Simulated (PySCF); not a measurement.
# Reading the logs of faulty runs: BCH2O2 anion

Calculated results; nothing here was measured. They come from PySCF 2.14.0, an open-source quantum chemistry program, on an isolated molecule that a program drew, which may never have been made. The molecule is BCH2O2 anion (charge -1, singlet), drawn as the SMILES string `[O-]B=CO`.

Each row is a Hartree-Fock (HF) and frozen-core CCSD(T) single point in the aug-cc-pVDZ basis, meant for a local HF minimum. Run 1 is clean. Each other run has one planted mistake out of seven kinds, and not every kind appears here: one electron removed, one electron added, multiplicity raised by two, geometry at a saddle point, minimal basis STO-3G, one bond length entered in bohr, all coordinates scaled. The reference is restricted for singlets and unrestricted otherwise, and also for a bond in bohr. Adding or removing an electron swaps singlet and doublet. Electrons count all cores. HOMO and LUMO are orbital energies over both spins, the gradient is its largest component, and the lowest frequency (negative if imaginary) is given only where the gradient is small. Bond lengths are over the 5 bonds as drawn. T1 is the CCSD diagnostic: over 0.02 (restricted) or 0.045 (unrestricted) a single reference is doubtful.

Geometry of the clean run:
```xyz
6
BCH2O2 anion, angstrom
O    -0.2628    2.6155    0.7174
B     0.3545    1.7168    0.1414
C     1.0878    0.6817   -0.5720
O     2.2115    0.0180    0.0325
H     0.7190    0.1889   -1.4625
H     2.9889    0.4344   -0.2903
```

| run | electrons | basis functions | <S^2> | HOMO (eV) | LUMO (eV) | gradient (hartree/bohr) | lowest frequency (cm^-1) | mean bond (Å) | longest bond (Å) | T1 | HF (hartree) | CCSD(T) (hartree) | mistake |
|---|---|---|---|---|---|---|---|---|---|---|---|---|---|
| 1 | 30 | 110 | 0.000 | -2.00 | 4.03 | 2.8e-05 | 227 | 1.2297 | 1.455 | 0.0172 | -213.48027 | -214.14575 | no fault |
| 2 | 30 | 110 | 1.019 | -2.62 | 3.59 | 3.6e-02 | - | 1.4887 | 2.750 | 0.0343 | -213.34328 | -213.99584 | one bond length entered in bohr |
| 3 | 30 | 110 | 0.000 | -1.45 | 4.07 | 1.8e-01 | - | 1.1190 | 1.324 | 0.0152 | -213.40600 | -214.04808 | all coordinates scaled |
| 4 | 30 | 110 | 2.017 | 0.55 | 3.34 | 7.4e-02 | - | 1.2297 | 1.455 | 0.0293 | -213.44313 | -214.07885 | multiplicity raised by two |
| 5 | 29 | 110 | 0.771 | -11.70 | 0.51 | 8.3e-02 | - | 1.2297 | 1.455 | 0.0215 | -213.46549 | -214.09347 | ? |

**Which mistake was planted in run 5, and what did it cost?**

It counts 29 electrons, one fewer than the clean run, at the same geometry and basis. So the mistake is: one electron removed. Subtracting run 1 and multiplying by 627.51 kcal/mol a hartree, the energy moved by 9.3 kcal/mol in HF and 32.8 kcal/mol in CCSD(T).

Cautions from the logs. Run 4: the HOMO is above zero, so the electron isn't bound and the energy depends on the basis.
